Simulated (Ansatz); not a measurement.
Reaction (redistribution): `[NH2][Ga]([OH])[OH]` + `B[SiH2]C` → `[CH3][Ga]([OH])[OH]` + `B[SiH2]N`

Program: Ansatz. Geometries: PBE0-D4/def2-TZVP. ΔE: electronic, gas phase. CCSD(T)/CBS adds triple-zeta CCSD(T) − MP2 to the extrapolated MP2 energy (def2 sets, frozen cores). Functionals use def2-TZVPP. B3LYP here is the variant with VWN-RPA as its local correlation; programs differ in this. HSE06 is defined as in plane-wave codes. For Ga outer-core shells are correlated without core-valence functions, which leaves a few kJ/mol of doubt a bond. Scalar relativity is left out up to krypton. Each species was taken in one conformer, which may not be the lowest.

`[NH2][Ga]([OH])[OH]`:

Z-matrix (Å, degrees):
```
N
Ga 1 1.809
H 1 1.007 2 119.5
H 1 1.006 2 121.6 3 -147.2
O 2 1.777 1 119.2 3 -15.1
O 2 1.785 1 124.8 3 168.4
H 5 0.960 2 112.6 1 -175.7
H 6 0.959 2 114.8 1 -0.3
```

`B[SiH2]C`:

Cartesian coordinates in Å:
```
B 0.841 0.997 1.320
Si 0.467 0.145 -0.461
C -1.084 -0.906 -0.559
H 0.113 0.908 2.266
H 1.838 1.644 1.463
H 1.658 -0.676 -0.839
H 0.388 1.255 -1.461
H -1.969 -0.312 -0.318
H -1.217 -1.322 -1.560
H -1.035 -1.735 0.150
```

`[CH3][Ga]([OH])[OH]`:

```xyz
9

C     0.124   -1.087    1.136
Ga   -0.027    0.254   -0.259
O     1.228    1.512   -0.478
O    -1.427    0.278   -1.375
H     0.963   -0.862    1.793
H     0.279   -2.072    0.690
H    -0.795   -1.126    1.722
H     1.071    2.129   -1.195
H    -1.415    0.975   -2.033
```

`B[SiH2]N`:

Z-matrix (Å, degrees):
```
Si
N 1 1.724
B 1 2.002 2 111.8
H 1 1.490 2 107.5 3 -124.1
H 1 1.506 2 115.5 3 118.8
H 2 1.007 1 120.4 3 176.1
H 2 1.007 1 119.2 3 -40.9
H 3 1.197 1 120.1 2 -164.6
H 3 1.197 1 122.8 2 18.7
```

```
             level  ΔE (kJ/mol)  difference from CCSD(T)/CBS
       LDA (SPW92)        -13.2                         -1.9
            PBE-D4        -12.8                         -1.5
           BLYP-D4        -15.9                         -4.6
         r2SCAN-D4        -11.5                         -0.2
            B97M-V        -14.0                         -2.7
           PBE0-D4        -11.0                          0.3
          B3LYP-D4        -14.4                         -3.1
        r2SCANh-D4        -11.1                          0.2
          HSE06-D4        -10.9                          0.4
      CAM-B3LYP-D4        -13.5                         -2.2
           ωB97X-V        -10.6                          0.7
           ωB97M-V        -13.5                         -2.2
            B2PLYP        -12.4                         -1.1
          PBE-QIDH         -9.1                          2.2
            revPBE        -12.6                         -1.3
            r2SCAN        -11.6                         -0.3
              PBE0        -11.3                          0.0
             B3LYP        -14.9                         -3.6
           r2SCANh        -11.3                          0.0
           r2SCAN0        -10.8                          0.5
             HSE06        -11.1                          0.2
             BHLYP        -13.2                         -1.9
         CAM-B3LYP        -13.8                         -2.5
           LC-ωPBE         -9.3                          2.0
RPA@PBE/def2-TZVPP         -8.5                          2.8
       HF/def2-SVP         -2.1                          9.2
      MP2/def2-SVP          1.9                         13.2
     CCSD/def2-SVP          2.2                         13.5
  CCSD(T)/def2-SVP          2.3                         13.6
     HF/def2-TZVPP         -9.1                          2.2
    MP2/def2-TZVPP         -9.4                          1.9
SCS-MP2/def2-TZVPP         -8.9                          2.4
   CCSD/def2-TZVPP         -8.4                          2.9
CCSD(T)/def2-TZVPP         -8.3                          3.0
     HF/def2-QZVPP         -8.9                          2.4
    MP2/def2-QZVPP        -11.0                          0.3
SCS-MP2/def2-QZVPP        -10.3                          1.0
      HF/CBS(def2)         -8.9                          2.4
     MP2/CBS(def2)        -12.4                         -1.1
    CCSD/CBS(def2)        -11.4                         -0.1
       CCSD(T)/CBS        -11.3                            0
```

Largest T1 diagnostic among the species: 0.014.

At CCSD(T), def2-SVP lies +13.6 kJ/mol from the extrapolated value and def2-TZVPP +3.0 kJ/mol. From BLYP to BHLYP (50 % exact exchange), in def2-TZVPP and without D4, ΔE moves by +3.3 kJ/mol.
